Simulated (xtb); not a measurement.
Ge(OH)3(OMe) (CH₆GeO₄), SMILES C[O][Ge]([OH])([OH])[OH]. All values are semi-empirical tight-binding results from xtb (GFN2-xTB unless named), good for trends rather than for accurate numbers. Geometry: GFN2-xTB. Other conformers were not sampled.

Optimised geometry:

Bond lengths (Å): C1–O2 1.418, C1–H7 1.090, C1–H8 1.091, C1–H9 1.090, O2–Ge3 1.740, Ge3–O4 1.726, Ge3–O5 1.721, Ge3–O6 1.724, O4–H10 0.956, O5–H11 0.956, O6–H12 0.956. Bond angles (°): O2–C1–H7 111.3, O2–C1–H8 111.1, O2–C1–H9 106.2, H7–C1–H8 109.0, H7–C1–H9 109.6, H8–C1–H9 109.5, C1–O2–Ge3 126.0, O2–Ge3–O4 115.5, O2–Ge3–O5 105.1, O2–Ge3–O6 108.8, O4–Ge3–O5 107.2, O4–Ge3–O6 106.6, O5–Ge3–O6 113.9, Ge3–O4–H10 115.5, Ge3–O5–H11 115.8, Ge3–O6–H12 115.5.
Charge 0, spin multiplicity 1.

For metal compounds this method's bond lengths and energies can be far off.

```json
{
 "orbital_gap": "7.03 eV",
 "zero_point_energy": "49.2 kcal/mol",
 "G − E(el) at 298.15 K (modified RRHO)": "27.2 kcal/mol"
}
```

Problem. Give the atomic charges and the Wiberg bond orders between heavy atoms. (An estimate is asked for; the answer gives what the named calculation found.)

Solution. charges (e) C1 0.04, O2 -0.34, Ge3 0.48, O4 -0.45, O5 -0.45, O6 -0.44, H7 0.05, H8 0.04, H9 0.06, H10 0.33, H11 0.34, H12 0.34. Bond orders C1–O2 0.97, O2–Ge3 1.04, Ge3–O4 1.10, Ge3–O5 1.10, Ge3–O6 1.11.
